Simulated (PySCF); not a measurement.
**Tc⁺: interval between two levels**

Tc⁺ [Kr] 4d5 5s1 [7S3, M_J = 3] → Tc⁺ [Kr] 4d4 5s1 5p1 [7F6, M_J = 6], as a difference of total energies. Computed with PySCF 2.14 in x2c-TZVPall-2c with one added diffuse shell each of s, p, d type (9s10p8d1f, 86 functions), with the two-component X2C-1e Hamiltonian. Correlated levels: [Ar] 3d10 frozen; the 6 highest virtual spinors dropped. "Screened" scales the spin-orbit matrix elements by Boettger's factors to mimic the two-electron term; Breit and QED terms are absent.

```tsv
method	interval between two levels (cm⁻¹)
GHF (spin-free)	66132
GMP2 (spin-free)	69440
GHF (screened spin-orbit)	67849
GMP2 (screened spin-orbit)	71201
```

The labels give the starting determinants; with spin-orbit coupling the two ends relaxed to ⟨J²⟩ = 12.00, ⟨L²⟩ = 0.02, ⟨S²⟩ = 11.99 and ⟨J²⟩ = 42.02, ⟨L²⟩ = 12.09, ⟨S²⟩ = 11.96.
